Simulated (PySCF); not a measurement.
Frontier orbitals and the lowest excitations

Compound: C₄H₁₁FSi₂.
Numbering: `[F:1][C@H:2]1[CH2:3][Si@H:4]([CH2:5][SiH3:6])[CH2:7]1` (hydrogens: H8 on C2; H9, H10 on C3; H11 on Si4; H12, H13 on C5; H14, H15, H16 on Si6; H17, H18 on C7)

Structure used (GFN2-xTB), in Å, numbered top down from 1:
```
atom  x, y, z in Å
F1    -3.4322   -0.3023   -1.0479
C2    -2.2008   -0.4397   -0.4386
C3    -1.0572   -0.5737   -1.4532
Si4   -0.0676    0.7931   -0.5511
C5     1.3778    0.1990    0.5191
Si6    2.8943   -0.4138   -0.4528
C7    -1.7772    0.8283    0.3139
H8    -2.2928   -1.3122    0.2159
H9    -0.6515   -1.5795   -1.5233
H10   -1.4040   -0.2867   -2.4432
H11    0.2631    1.9758   -1.3525
H12    1.0382   -0.5969    1.1822
H13    1.6874    1.0198    1.1647
H14    3.3596    0.6537   -1.3388
H15    2.5404   -1.5956   -1.2399
H16    3.9590   -0.7654    0.4921
H17   -1.8405    0.7373    1.3951
H18   -2.4048    1.6651    0.0172
```

Method: PySCF 2.14.0, density-fitted response routines, TDDFT PBE0/def2-SVPD, vertical, gas phase, core orbitals frozen in the response.

Kohn–Sham orbitals with the atoms that hold most of them (Löwdin shares over 4%, at most four atoms; ? is withheld):

```csv
orbital,ε (eV),atoms
LUMO+2,0.78,"Si6 21%, C2 9%, H8 8%, H9 8%"
LUMO+1,0.27,"Si6 19%, Si4 19%, C5 12%, H13 7%"
LUMO,0.18,?
HOMO,-7.97,?
HOMO-1,-8.16,"C3 29%, Si4 17%, C2 12%, F1 10%"
HOMO-2,-8.96,"C5 22%, Si4 16%, H11 10%, Si6 9%"
HOMO-3,-9.09,"F1 28%, C2 18%, C3 16%, C7 15%"
```

**Question.** Give the leading atoms of the LUMO.

**Answer.** Si6 (bonded to C and 3 H) 26%; Si4 (bonded to 3 C and H) 18%; C5 (bonded to 2 Si and 2 H) 10%; H11 (bonded to Si) 7%. By element: silicon 43%, carbon 10% or more, hydrogen 7% or more.

**Question.** Which atoms hold the HOMO, and with what shares?

**Answer.** C7 (bonded to C, Si and 2 H) 33%; Si4 (bonded to 3 C and H) 19%; C3 (bonded to C, Si and 2 H) 11%; C5 (bonded to 2 Si and 2 H) 8%. By element: carbon 52% or more, silicon 19% or more.

**Question.** The HOMO–LUMO gap is 8.15 eV. Where does the response calculation put the lowest singlet, and from which orbitals?

**Answer.** S1 is at 7.08 eV (f = 0.056), 1.07 eV below the gap, made of HOMO-1→LUMO (34%), HOMO→LUMO (29%), HOMO→LUMO+1 (22%). Its leading pair isn't HOMO and LUMO; the energies of that pair differ by 8.34 eV. 

Next come S2 at 7.16 eV (f 0.025), HOMO→LUMO (66%), HOMO→LUMO+1 (15%), HOMO-1→LUMO (14%); S3 at 7.21 eV (f 0.097), HOMO→LUMO+1 (56%), HOMO-1→LUMO (34%); S4 at 7.41 eV (f 0.0064), HOMO-1→LUMO+1 (81%), HOMO-1→LUMO (12%); S5 at 7.56 eV (f 0.019), HOMO→LUMO+2 (66%), HOMO→LUMO+3 (27%).

Löwdin shares depend on the basis, the more so with diffuse functions.

On an Arm Neoverse N1 with one thread (shared host), this took 82 s and 0.98 GiB of memory at its peak.

One conformer stands for the species.

Without π bonds the low states may be Rydberg-like; a valence basis with one diffuse set may place them up to an eV too high.
